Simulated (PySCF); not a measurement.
## `CC[C@H](Br)[C@H](F)C#N`, C5H7BrFN

Geometry (Å), atoms numbered from 1 in this order:
```xyz
15

C    -1.956    0.749   -0.148
C    -0.643    0.375    0.524
C     0.188   -0.582   -0.320
Br   -0.706   -2.332   -0.482
C     1.589   -0.792    0.267
F     1.515   -1.075    1.610
C     2.376    0.417    0.063
N     2.971    1.374   -0.116
H    -2.516    1.428    0.489
H    -1.772    1.241   -1.101
H    -2.567   -0.134   -0.325
H    -0.836   -0.081    1.498
H    -0.044    1.276    0.689
H     0.290   -0.218   -1.346
H     2.106   -1.640   -0.208
```

Theory: TDDFT PBE0/def2-SVPD circular dichroism and optical rotation, one conformer, gas phase (PySCF 2.14.0). Geometry: GFN2-xTB.

The molecule is flexible and this is one conformer; a measurement averages over conformers. The calculation is non-relativistic, which matters for the atoms heavier than Zn.

(1) Draw the ECD and absorption spectra from the lowest 12 states, each a Gaussian of half-width 0.35 eV at 1/e height.

Results:

(1) 
| E (eV) | λ (nm) | Δε (L mol⁻¹ cm⁻¹) | ε (L mol⁻¹ cm⁻¹) |
| --- | --- | --- | --- |
| 5.36 | 231 | +0.04 | 12.4 |
| 5.51 | 225 | +0.07 | 40.4 |
| 5.66 | 219 | +0.03 | 92 |
| 5.81 | 213 | -0.14 | 147 |
| 5.96 | 208 | -0.34 | 164 |
| 6.11 | 203 | -0.40 | 129 |
| 6.26 | 198 | -0.30 | 78.3 |
| 6.41 | 193 | -0.28 | 72.5 |
| 6.56 | 189 | -0.67 | 177 |
| 6.71 | 185 | -1.72 | 437 |
| 6.86 | 181 | -3.24 | 780 |
| 7.01 | 177 | -4.39 | 999 |
| 7.16 | 173 | -4.57 | 1070 |
| 7.31 | 170 | -4.59 | 1470 |
| 7.46 | 166 | -5.78 | 2970 |
| 7.61 | 163 | -7.92 | 5700 |
| 7.76 | 160 | -9.27 | 8330 |
| 7.91 | 157 | -8.78 | 9000 |

Δε uses R in velocity form, ε uses f in length form. Only the states computed contribute, so the short-wavelength end is incomplete.
